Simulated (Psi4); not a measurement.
C$_{4}$H$_{4}$N, doublet, geometry from GFN2-xTB; CISD/def2-SVP run with Psi4 1.11.

Psi4 was given this input:
```
memory 2 GB

molecule mol {
0 2
  N     0.001013    0.001790    1.213811
  C    -0.028361    1.066359    0.417962
  C     0.029061   -1.065121    0.421058
  C    -0.055931    0.678920   -0.965053
  C     0.054322   -0.681764   -0.963138
  H     0.020241    2.063335    0.815798
  H    -0.018874   -2.060920    0.821913
  H    -0.062807    1.349445   -1.801624
  H     0.059803   -1.354753   -1.797738
}

set basis def2-svp
set reference uhf

energy('cisd')
print_variables()
```

Write the output that Psi4 gives for this input, abridged.


```
Traceback (most recent call last):
  File "psi4", line 375, in <module>
  File "<string>", line 30, in <module>
  File "site-packages/psi4/driver/driver.py", line 461, in energy
  File "site-packages/psi4/driver/task_planner.py", line 255, in task_planner
  File "site-packages/psi4/driver/driver_util.py", line 222, in negotiate_derivative_type
  File "site-packages/psi4/driver/driver_util.py", line 355, in highest_analytic_derivative_available

psi4.driver.p4util.exceptions.MissingMethodError: Method=cisd is not available for any derivative level under conditions CI_TYPE=CONV, REFERENCE=UHF, FREEZE_CORE=FALSE, QC_MODULE=(auto). See https://psicode.org/psi4manual/master/introduction.html#ss-cisd. Or did you mean? ccd ccsd cisdt cisdtq qcisd lccsd ci2 ci3 ci4 ci5 ci6 ci7 ci8 ci9 ci10 ci11 ci12 ci13 ci14 ci15 ci16 ci17 ci18 ci19 ci20 ci21 ci22 ci23 ci24 ci25 ci26 ci27 ci28 ci29 ci30 ci31 ci32 ci33 ci34 ci35 ci36 ci37 ci38 ci39 ci40 ci41 ci42 ci43 ci44 ci45 ci46 ci47 ci48 ci49 ci50 ci51 ci52 ci53 ci54 ci55 ci56 ci57 ci58 ci59 ci60 ci61 ci62 ci63 ci64 ci65 ci66 ci67 ci68 ci69 ci70 ci71 ci72 ci73 ci74 ci75 ci76 ci77 ci78 ci79 ci80 ci81 ci82 ci83 ci84 ci85 ci86 ci87 ci88 ci89 ci90 ci91 ci92 ci93 ci94 ci95 ci96 ci97 ci98

Printing out the relevant lines from the Psithon --> Python processed input file:
      H     0.059803   -1.354753   -1.797738
    ""","mol")
    core.IO.set_default_namespace("mol")
    core.set_global_option("BASIS", "def2-svp")
    core.set_global_option("REFERENCE", "uhf")
--> energy('cisd')
    print_variables()

!----------------------------------------------------------------------------------!
!                                                                                  !
!  Method=cisd is not available for any derivative level under conditions          !
!     CI_TYPE=CONV, REFERENCE=UHF, FREEZE_CORE=FALSE, QC_MODULE=(auto). See        !
!     https://psicode.org/psi4manual/master/introduction.html#ss-cisd. Or did you  !
!     mean? ccd ccsd cisdt cisdtq qcisd lccsd ci2 ci3 ci4 ci5 ci6 ci7 ci8 ci9 ci10 !
!     ci11 ci12 ci13 ci14 ci15 ci16 ci17 ci18 ci19 ci20 ci21 ci22 ci23 ci24 ci25   !
!     ci26 ci27 ci28 ci29 ci30 ci31 ci32 ci33 ci34 ci35 ci36 ci37 ci38 ci39 ci40   !
!     ci41 ci42 ci43 ci44 ci45 ci46 ci47 ci48 ci49 ci50 ci51 ci52 ci53 ci54 ci55   !
!     ci56 ci57 ci58 ci59 ci60 ci61 ci62 ci63 ci64 ci65 ci66 ci67 ci68 ci69 ci70   !
!     ci71 ci72 ci73 ci74 ci75 ci76 ci77 ci78 ci79 ci80 ci81 ci82 ci83 ci84 ci85   !
!     ci86 ci87 ci88 ci89 ci90 ci91 ci92 ci93 ci94 ci95 ci96 ci97 ci98             !
!                                                                                  !
!----------------------------------------------------------------------------------!
```

The input was rejected before any calculation.
